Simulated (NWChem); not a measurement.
System: C2H6OSi; SMILES C1OC[SiH2]1

NWChem input:

```
start job
memory heap 200 mb stack 900 mb global 1100 mb
geometry units angstroms noautoz
  C      0.123579    -1.133209     0.463924
  O      0.079293     0.000000     1.336329
  C      0.123579     1.133209     0.463924
  Si    -0.029876    -0.000000    -1.062309
  H     -0.700892    -1.835486     0.677002
  H      1.074930    -1.689270     0.561186
  H      1.074930     1.689270     0.561186
  H     -0.700892     1.835486     0.677002
  H     -1.341665    -0.000000    -1.779070
  H      1.069435     0.000000    -2.075692
end
basis spherical
  * library def2-tzvp
end
dft
  xc xctpssh
  iterations 150
  mulliken
end
task dft energy
```

Structure relaxed at the PBE0/def2-SVP level.

**Question.** Predict the main results of this run. (TPSSh/def2-TZVP.) Quantities: energy (Ha); highest occupied level (eV); orbital gap (eV); dipole (D).

**Answer.** 
* **energy (Ha)**: -444.58
* **highest occupied level (eV)**: -6.46
* **orbital gap (eV)**: 6.02
* **dipole (D)**: 1.42
